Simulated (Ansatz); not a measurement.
Gas-phase electronic energies from Ansatz, PBE0-D4/def2-TZVP geometries. CBS: MP2 limit from def2 TZ/QZ plus the TZ coupled-cluster correction, frozen cores. Functionals use def2-TZVPP. B3LYP here is the variant with VWN-RPA as its local correlation; programs differ in this. def2 core potentials past Kr. For In, Se outer-core shells are correlated without core-valence functions, which leaves a few kJ/mol of doubt a bond. Scalar relativity is left out up to krypton. Each species was taken in one conformer, which may not be the lowest.

Consider the substitution at a C–In bond: `O[C]1([InH2])CC1` + H₂Se → `OC1([SeH])CC1` + `[InH3]`.

```
             level  ΔE (kJ/mol)  difference from CCSD(T)/CBS
            PBE-D4         -4.8                         -9.8
         r2SCAN-D4         -5.2                        -10.2
           PBE0-D4         -5.8                        -10.8
          B3LYP-D4         -4.2                         -9.2
           ωB97X-V         -4.7                         -9.7
           ωB97M-V         -3.7                         -8.7
            B2PLYP         -1.4                         -6.4
               PBE         -3.8                         -8.8
            r2SCAN         -5.1                        -10.1
              PBE0         -5.1                        -10.1
             B3LYP         -2.4                         -7.4
     HF/def2-TZVPP         -8.8                        -13.8
    MP2/def2-TZVPP          0.7                         -4.3
SCS-MP2/def2-TZVPP         -0.7                         -5.7
   CCSD/def2-TZVPP          0.1                         -4.9
CCSD(T)/def2-TZVPP          0.3                         -4.7
     HF/def2-QZVPP         -7.8                        -12.8
    MP2/def2-QZVPP          3.7                         -1.3
SCS-MP2/def2-QZVPP          2.0                         -3.0
      HF/CBS(def2)         -7.7                        -12.7
     MP2/CBS(def2)          5.4                          0.4
    CCSD/CBS(def2)          4.7                         -0.3
       CCSD(T)/CBS          5.0                            0
```

Largest T1 diagnostic among the species: 0.014.

In def2-TZVPP, CCSD(T) changes the Hartree–Fock value by +9.1 kJ/mol (the triples alone add +0.3 kJ/mol) and MP2 by +9.5 kJ/mol.

CCSD(T)/CBS has its own doubt, a few kJ/mol and more with outer-core shells, so smaller differences from it don't rank the levels.
